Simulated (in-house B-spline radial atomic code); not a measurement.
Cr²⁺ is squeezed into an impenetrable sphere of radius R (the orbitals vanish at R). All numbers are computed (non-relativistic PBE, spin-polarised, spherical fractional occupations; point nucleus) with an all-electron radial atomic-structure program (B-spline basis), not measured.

Energies in eV above the free ion in [Ar] 3d4:

| R (bohr) | highest level (eV) | [Ar] 3d4 | [Ne] 3s2 3p5 3d5 | -dE/dV in [Ar] 3d4 (GPa) |
| --- | --- | --- | --- | --- |
| 8.92 | -24.3 | 0 | 38.03 | 2.16e-05 |
| 6.18 | -24.3 | 0.004795 | 38.04 | 0.0242 |
| 4.73 | -24.1 | 0.114 | 38.14 | 0.932 |
| 4.14 | -23.7 | 0.3959 | 38.42 | 4.17 |
| 3.61 | -22.9 | 1.209 | 39.28 | 17 |
| 2.85 | -19.5 | 6.499 | 44.99 | 162 |
| 2.72 | -18.2 | 8.863 | 47.53 | 250 |
| 2.33 | -12 | 23.95 | 63.55 | 1020 |
| 1.61 | 28.5 | 201.8 | 244.7 | 21700 |
| 1.4 | 60.6 | 405.6 | 448 | 60800 |

(1) Does [Ne] 3s2 3p5 3d5 fall below [Ar] 3d4 under compression?

The highest level is first positive in the row R = 1.61 bohr, pushed up by confinement above the zero of the free ion's potential. Each configuration is held fixed and needn't be the lowest in the sphere.

Results:

(1) No, it stays above over the whole range.
